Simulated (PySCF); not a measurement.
Gas-phase equilibrium of 1 mol SnCl4, 62 mol H2 at 1600 K and 0.00133 bar, among 14 species (SnCl4, HCl, SnH2, SnHCl3, SnCl3, H, H2, SnH4, SnCl2, SnH2Cl2, Cl, Cl2, SnH3Cl, SnHCl). Only gases are allowed; each row takes one source of thermochemistry for all species, and Cantera finds the minimum.

Computed with PySCF and rigid-rotor harmonic-oscillator thermochemistry at 1 bar. † marks an energy on the PBE0/def2-TZVP geometry and frequencies; other levels use their own. Open shells (unrestricted) among the columns below: H (multiplicity 2), Cl (multiplicity 2, electronic degeneracy 6); the rest are closed-shell singlets. Spin-orbit splitting is ignored; it lowers the true energy and changes the entropy of Cl. Sn: scalar-relativistic def2 core potential, no spin-orbit coupling. SnHCl: computed as isolated molecules; such fragments, hydroxides, amides, oligomers or adducts are transient or little studied in the gas. The harmonic model lacks anharmonicity and excited electronic states, which grow with temperature; levels with a mode under 35 cm⁻¹ are left out. Soft modes under 120 cm⁻¹ make the harmonic entropy rough for SnCl2.

Molecules larger than those listed are left out.

Mole fractions:

```
thermochemistry    x H2  x HCl  x SnCl2     x H  x SnHCl    x Cl
-----------------  ----  -----  -------  ------  -------  ------
M06-2X/def2-TZVP†  0.95  0.031    0.016  0.0019   5.2e-5  5.8e-5
PBE/def2-SVP       0.95  0.031    0.015  0.0043  0.00011  3.5e-5
PBE0/def2-QZVP†    0.95  0.031    0.015  0.0034  0.00019  3.4e-5
PBE0/def2-TZVP     0.95  0.031    0.015  0.0035  0.00016  4.2e-5
r2SCAN/def2-TZVP†  0.95  0.031    0.016  0.0021   6.5e-5  4.7e-5
```
The most sensitive of these is SnHCl: it spans a factor of 10^0.6 over these rows; at this temperature one factor of ten is RT ln 10 = 31 kJ/mol.
